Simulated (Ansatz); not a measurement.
The cluster As₂Se₃⁻. Total charge -1; quartet. Geometry PBE-D4/def2-SVPD; atoms count from 1.

```xyz
5

As    1.973   -0.224    0.588
As   -1.803    0.944    0.387
Se   -3.083   -0.893    0.950
Se    3.028    0.659   -1.266
Se   -0.115   -0.486   -0.659
```

At PBE0-D4/def2-TZVPD a doublet of charge -1 lies 1.31 eV below the quartet, each at its own geometry. The structure comes from a short search, and lower isomers may exist.

Estimate the Mulliken populations from the PBE0/def2-TZVPD orbitals of Ansatz.


```json
{"atom": "As1", "charge (e)": "-0.02", "spin (α − β)": "0.71"}
{"atom": "As2", "charge (e)": "-0.02", "spin (α − β)": "0.71"}
{"atom": "Se3", "charge (e)": "-0.46", "spin (α − β)": "0.62"}
{"atom": "Se4", "charge (e)": "-0.46", "spin (α − β)": "0.62"}
{"atom": "Se5", "charge (e)": "-0.06", "spin (α − β)": "0.34"}
```
Mulliken values depend strongly on the basis. With diffuse functions, as here, like atoms can get unlike values, and bond orders can come out too low or too high.

Where does the spin sit?

Summed by element: As 1.42, Se 1.58, of 3 unpaired in all. Largest on single atoms: As1 0.71, As2 0.71, Se4 0.62.

And the Mayer bond orders between heavy atoms (over 0.3)?

As1–Se4 1.51 (2.31 Å); As1–Se5 0.92 (2.45 Å); As2–Se3 1.51 (2.31 Å); As2–Se5 0.92 (2.45 Å).
